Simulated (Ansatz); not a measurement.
Basis sets compared for Rb₃Cl₄. The state is a doublet with charge 0. Geometry PBE0-D4/def2-SVP. Ansatz on 4 threads of Intel Xeon Platinum 8488C on a shared host; times are rough, and most runs start from earlier orbitals.

```xyz
7

Rb    0.475    1.875    0.329
Rb   -3.114   -0.421   -0.818
Rb    2.480   -2.050    0.422
Cl   -0.028   -1.213   -1.472
Cl   -2.460    2.437   -0.413
Cl   -0.648   -1.388    1.092
Cl    3.295    0.761    0.860
```

In the def2 sets Rb takes a core potential; there is no spin–orbit coupling. In the doublet, Cl4 and Cl6 lie 2.64 Å apart (atoms count from 1), so these atoms are partly bonded to each other. Another isomer (doublet) lies 0.03 eV lower at PBE0-D4/def2-TZVP; other spin states weren't run for this one.

Binding counts from free atoms (Rb doublet, Cl doublet) in the same basis, without a counterpoise term.

```
           level  functions  energy (Eh)  HOMO (eV)  LUMO (eV)  binding per atom (eV)  wall time
 PBE-D4/def2-SVP        144   -1912.0884      -5.11      -4.99                   2.55        7 s
PBE0-D4/def2-SVP        144   -1912.2429      -6.26      -4.31                   2.50        5 s
```

(1) Estimate the rows for PBE-D4/def2-TZVP (with forces), PBE0-D4/def2-TZVP.

Answers

(1) 
```tsv
level	functions	energy (Eh)	HOMO (eV)	LUMO (eV)	binding per atom (eV)	wall time
PBE-D4/def2-TZVP (with forces)	247	-1912.7104	-5.24	-5.16	2.45	21 s
PBE0-D4/def2-TZVP	247	-1912.8571	-6.48	-4.35	2.42	19 s
```
